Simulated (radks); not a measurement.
All-electron atom: Mn2+ in [Ar] 3d5 (the NIST ground configuration). Calculated with a radial shooting solver on a logarithmic mesh with Libxc functionals: scalar-relativistic Kohn-Sham, r2SCAN, spin-polarised, spherical densities, finite nucleus; open shells are filled with parallel spins first; meta-GGA in the generalised Kohn-Sham scheme; Fermi nuclear charge, rms radius 3.7057 fm.

Normalised radial functions P(r) = r R(r), r in bohr:

r	2p down	3s up
0.003283	0.0055	0.0886
0.003731	0.0070	0.0994
0.004207	0.0088	0.1104
0.004743	0.0110	0.1226
0.005348	0.0138	0.1357
0.006078	0.0176	0.1510
0.006853	0.0220	0.1665
0.007726	0.0275	0.1831
0.008781	0.0349	0.2019
0.009901	0.0435	0.2204
0.01116	0.0542	0.2397
0.01269	0.0683	0.2607
0.01431	0.0848	0.2805
0.01613	0.1051	0.2998
0.01819	0.1298	0.3180
0.02067	0.1621	0.3354
0.0233	0.1989	0.3488
0.02628	0.2432	0.3582
0.02986	0.2999	0.3622
0.03367	0.3633	0.3588
0.03796	0.4375	0.3468
0.04315	0.5300	0.3227
0.04865	0.6297	0.2878
0.05485	0.7424	0.2396
0.06185	0.8676	0.1772
0.07029	1.0137	0.0946
0.07925	1.1602	0.0030
0.08936	1.3121	-0.1005
0.1016	1.4743	-0.2195
0.1145	1.6194	-0.3334
0.1291	1.7495	-0.4419
0.1467	1.8618	-0.5412
0.1654	1.9321	-0.6082
0.1865	1.9597	-0.6388
0.2103	1.9380	-0.6232
0.239	1.8568	-0.5476
0.2695	1.7270	-0.4179
0.3039	1.5515	-0.2341
0.3454	1.3263	0.0118
0.3894	1.0954	0.2730
0.4391	0.8626	0.5415
0.499	0.6309	0.8074
0.5626	0.4438	1.0113
0.6344	0.2947	1.1496
0.7153	0.1829	1.2096
0.8129	0.1008	1.1854
0.9166	0.0527	1.0906
1.033	0.0251	0.9451
1.175	0.0101	0.7596
1.324	0.0038	0.5809
1.493	0.0013	0.4164
1.697	0.0003	0.2702
1.913	0.0001	0.1663
2.157	0.0000	0.0941
2.432	0.0000	0.0484
2.765	0.0000	0.0212
3.117	0.0000	0.0087
3.514	0.0000	0.0031
3.994	0.0000	0.0009
4.504	0.0000	0.0002

2p down: eigenvalue -651.27 eV, 0 radial nodes, <r> = 0.246 bohr, 90 % of the charge inside 0.404 bohr. 3s up: eigenvalue -108.76 eV, 2 radial nodes at r = 0.0795, 0.343 bohr, <r> = 0.851 bohr, 90 % of the charge inside 1.27 bohr.
